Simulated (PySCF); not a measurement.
## Structure from 2D NMR

Compound of formula C7H8F2. Correlations simulated from computed shifts and the bond graph:

HSQC (one-bond C–H):
```
  δH     δC
6.17  137.1
5.89  143.1
5.58  125.5
5.49  125.5
3.13   41.8
2.96   49.2
```

COSY cross peaks (H two or three bonds apart, from the bond graph; peaks can be absent where the dihedral angle is near 90°):
```
  δH    δH
5.89  5.58
5.89  5.49
5.89  3.13
5.58  5.49
```

HMBC (two and three bonds, from the bond graph):
```
  δH                                δC
6.17          164.4, 121.8, 49.2, 41.8
5.89                164.4, 125.5, 41.8
5.58                       143.1, 41.8
5.49                       143.1, 41.8
3.13  164.4, 143.1, 137.1, 125.5, 49.2
2.96         164.4, 137.1, 121.8, 41.8
```

Carbons without hydrogens: δ 164.4, 121.8.

[PySCF: coordinates at the GFN2-xTB level; shielding tensors at PBE0/pcSseg-1 (GIAO); non-relativistic; single conformer; fast rotation and ring inversion assumed for equivalent nuclei; isolated molecule]

References, each an isolated molecule treated in the same way: ¹H (σ = 31.72 ppm), ¹³C (σ = 186.93 ppm) vs TMS.

Exchangeable hydrogens are left out of these lists.

Work out the connectivity.

Answers

SMILES C=CCC1=CC(F)(F)C1.

Structure with atom numbers: `[CH2:1]=[CH:2][CH2:3][C:4]1=[CH:5][C:6]([F:7])([F:8])[CH2:9]1`. Hydrogens are named by the atom that carries them. Ha(C1) is cis to C3; Hb(C1) is trans to C3.

- δC 164.4 is C4, a fully substituted alkene carbon.
- δC 143.1 is C2, an alkene CH (δH 5.89).
- δC 137.1 is C5, an alkene CH (δH 6.17).
- δC 125.5 is C1, a terminal =CH2 carbon (δH 5.49, 5.58).
- δC 121.8 is C6, an allylic fully substituted sp3 carbon bonded to 2 F.
- δC 49.2 is C9, an allylic sp3 CH2 (δH 2.96).
- δC 41.8 is C3, an allylic sp3 CH2 (δH 3.13).
- HMBC from δH 6.17 reaches the proton-free carbons C4, C6.
- HMBC from δH 5.89 reaches the proton-free carbon C4.
- HMBC from δH 3.13 reaches the proton-free carbon C4.
- HMBC from δH 2.96 reaches the proton-free carbons C4, C6.
- COSY links 5.89–5.58, 5.89–5.49, 5.89–3.13, 5.58–5.49.

This is the structure that produced the data.

Shifts are as computed. Against solution values, carbons near 30 ppm lie about +3 ppm off and those near 130 ppm about +5 ppm. Of 1309 compounds with measured shifts, 239 miss one by over three times the rms of a fit or turn the order of signals round; such compounds aren't used in these exercises.
